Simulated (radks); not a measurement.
C, 6 electrons, occupied as 1s1.5 2s2 2p2 3s0.5 (fractional occupations, a model configuration). All-electron calculation, Dirac Kohn-Sham, PBE, spin-unpolarised, spherical densities, point nucleus; open shells fill j = l - 1/2 first. Program: a radial shooting solver on a logarithmic mesh with Libxc functionals.

X-ray form factor f0, the Fourier transform of the density (f0(0) = 6):

| sin(theta)/lambda (1/angstrom) | f0 (electrons) |
|---|---|
| 0.05 | 5.499 |
| 0.1 | 4.786 |
| 0.15 | 4.104 |
| 0.2 | 3.419 |
| 0.25 | 2.806 |
| 0.3 | 2.309 |
| 0.4 | 1.661 |
| 0.5 | 1.335 |
| 0.6 | 1.172 |
| 0.8 | 1.000 |
| 1 | 0.857 |
| 1.25 | 0.680 |
| 1.5 | 0.524 |
| 2 | 0.302 |
